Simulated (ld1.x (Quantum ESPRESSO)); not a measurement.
**Before and after: TM potential for oxygen**

```
Element                 : O
Generator               : ld1.x (Quantum ESPRESSO) 7.5
Type                    : norm-conserving Troullier–Martins (Kleinman–Bylander form)
Functional              : LDA (PZ)
Relativity              : scalar-relativistic
Frozen core             : [He]
Valence charge          : 6
Reference configuration : 2s2 2p2 (charge +2)
Partial waves           : 2s (bound): rc 0.60 bohr; 2p (bound): rc 1.80 bohr
Local potential         : all-electron potential smoothed inside 1.55 bohr (lloc = -1)
Core correction         : a·sin(br)/r model core, default radius (core density twice the valence density)
```

All-electron outer shells of the reference configuration (LDA (PZ), scalar-relativistic, ld1.x):

```
shell  level (eV)  outermost node (bohr)  outermost maximum (bohr)
   2s      -58.02                   0.28                      0.84
   2p      -43.35                      –                      0.74
```

Change: wave 2p (bound): rc 1.80 bohr becomes 2p (bound): rc 2.10 bohr.

Cutoffs: the cutoffs (Ry, on a coarse ladder) from which the occupation-weighted sum of valence levels, in a spherical-Bessel basis at the reference potential, stays within 10 and 1 mRy of its value at 400 Ry; they do not see the model core or the augmentation charge, which bear on the density cutoff. Errors are all-electron minus pseudo energies relative to the spin-unpolarised reference configuration.

What does the change do?

Both files keep a bound ghost (s); of the 9 tests that both files solve, the error grows in 9 and shrinks in 0 by more than 15 % and 0.3 meV (median size 74.3 → 435.7 meV). More of the atom is replaced by a form fitted at one configuration, so other configurations suffer.

```csv
quantity,base,changed
"cutoff, loose",200 Ry,200 Ry
"cutoff, tight",over 300 Ry,over 300 Ry
loose cutoff by channel (10 mRy a level),"s 180 Ry, p 45 Ry","s 180 Ry, p 35 Ry"
bound ghosts,s,s
"error for 2s2 2p4, meV [ΔE -50.29 eV]",+73,+424
"error for 2s2 2p3, meV [ΔE -33.71 eV]",+54,+193
"error for 2s2 2p1, meV [ΔE 53.96 eV]",+198,+454
"error for 2s1 2p5, meV [ΔE -35.71 eV]",+571,+1142
"error for 2s2 2p3.5, meV [ΔE -43.93 eV]",+74,+327
"error for 2s2 2p4.3, meV [ΔE -52.47 eV]",+62,+456
"error for 2s0 2p6, meV [ΔE -21.06 eV]",+1077,+1829
"error for 2s2 2p2 (spin-polarised), meV [ΔE -2.23 eV]",+4.5,-59
"error for 2s2 2p4 (spin-polarised), meV [ΔE -51.70 eV]",+99,+436
```

 A true bound ghost makes a file unfit for plane-wave use even where its test errors are small: the radial tests pick states by their node count and pass the ghost by.
